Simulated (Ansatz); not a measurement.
System: sum formula BHF, charge 0, multiplicity 2. It need not be the lowest isomer of its formula. 
Geometry from a B3LYP-D3(BJ)/def2-TZVP (Ansatz, an electronic-structure program) optimisation:
```xyz
3

B     -0.6180     0.4147     0.0242
F      0.5272    -0.2094    -0.0070
H     -1.6550    -0.1892    -0.0583
```
Charge 0, spin multiplicity 2.

Basis-set convergence of Hartree-Fock and MP2 correlation energies (hartree) with Ansatz. Correlated levels leave the core frozen unless marked. UHF or UKS for open shells. No spin-orbit coupling. No relativistic terms.

```
basis    functions       E(HF)  E(corr, MP2)
-------  ---------  ----------  ------------
cc-pVDZ         33  -124.68423      -0.25100
cc-pVTZ         74  -124.73265      -0.32778
cc-pVQZ        140  -124.74296      -0.35646
```

Extrapolating the two largest sets (X = 3 and 4) as X^-3: E(corr) = (64·(-0.35646) - 27·(-0.32778))/37 = -0.3774 Eh, an estimate of the basis-set limit. The largest set recovers 94.5 % of it, the smallest 66.5 %.
